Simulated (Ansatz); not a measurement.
Program: Ansatz 0.2.0.

A structure relaxed at PBE0-D4/def2-TZVP, charge 0, multiplicity 1:

```xyz
13

Si    1.853    0.450    0.295
P    -0.130    1.095   -0.538
Si   -0.540   -0.800   -1.671
Si   -1.338    0.554    1.276
H     2.264    1.429    1.335
H     1.813   -0.909    0.900
H     2.849    0.458   -0.809
H    -0.336   -2.023   -0.847
H    -1.949   -0.767   -2.144
H     0.371   -0.850   -2.844
H    -2.778    0.629    0.918
H    -1.036   -0.811    1.786
H    -1.044    1.544    2.345
```

Give its formula and SMILES.

H9PSi3, `[SiH3]P([SiH3])[SiH3]`.

Point group (tolerance 0.08 Å, 0.16 Å for H)?

C3v.

Summarise the bond lengths by kind.

3 × P–Si 2.246 Å; 9 × H–Si 1.486 to 1.488 Å.
